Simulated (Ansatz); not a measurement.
Scan of the C1–H7 bond length

CH₆BNO (SMILES CB(N)O), closed shell, at its PBE0-D4/def2-TZVP minimum:

C1  (-0.969, 0.701, -0.137)
B2  (0.365, -0.143, -0.098)
N3  (0.613, -1.099, 0.900)
O4  (1.353, 0.022, -1.046)
H5  (-1.506, 0.537, -1.078)
H6  (-1.657, 0.464, 0.677)
H7  (-0.755, 1.773, -0.083)
H8  (1.461, -1.638, 0.927)
H9  (-0.034, -1.301, 1.638)
H10  (1.130, 0.685, -1.699)
(Å)

The bond length C1–H7 (1.095 Å at the minimum) is set to the values below, the two halves moving rigidly along the bond. Each method's energies count from its own value at the PBE0-D4 minimum structure. Program: Ansatz 0.2.0. Basis: def2-TZVPP. Cores are frozen in the correlated methods.

CCSD(T) energies along the scan:
```csv
bond length (Å),CCSD(T) (kcal/mol)
0.986,5.50
1.008,3.34
1.040,1.25
1.078,0.11
1.119,0.21
1.164,1.57
1.212,4.13
1.262,7.69
1.314,12.09
```
They count from the CCSD(T) energy at the PBE0-D4 minimum.

Largest difference from the CCSD(T) curve over the scan: PBE-D4 1.16; r2SCAN-D4 0.04; MP2 0.91 kcal/mol. Each curve counts from its own value at the minimum.

T1 diagnostic: at most 0.012.

For scale, one of the runs: CCSD(T)/def2-TZVPP, 208 basis functions (an equivalent command: `ansatz run in.yaml --threads 4`). The run took 37 s on 4 CPU threads (shared host), with 3 GiB of host memory at its peak.
